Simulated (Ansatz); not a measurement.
Mulliken charges of `[ZnH][SiH]1[SiH2][Te]1` from PBE/def2-TZVPP in Ansatz (PBE0-D4/def2-TZVP geometry).

```
atom   x (Å)   y (Å)   z (Å)  charge (e)
 Zn1  -1.653   1.747  -0.478       0.117
 Si2   0.454   0.782  -0.094       0.132
 Si3   0.596  -1.373   0.647       0.063
 Te4   0.734  -1.085  -1.818      -0.100
  H5  -3.069   2.292  -0.787      -0.101
  H6   1.709   1.568   0.070      -0.040
  H7   1.834  -1.853   1.306      -0.034
  H8  -0.605  -2.078   1.155      -0.037
```

By hand: the dipole of these point charges (1 e Å = 4.8032 D).

Σ q r = (0.032, 0.175, 0.144) e Å, of length 0.229 e Å = 1.10 D.

How does the dipole of the full density compare? (Estimate.)

The calculation gave: (-0.050, 0.167, 0.212) e Å, 1.32 D; the point charges give 0.83 times that, at 22° from its direction.

Point charges leave out the atoms' own dipoles, such as those of lone pairs, and Mulliken's split depends on the basis, so the two needn't agree.
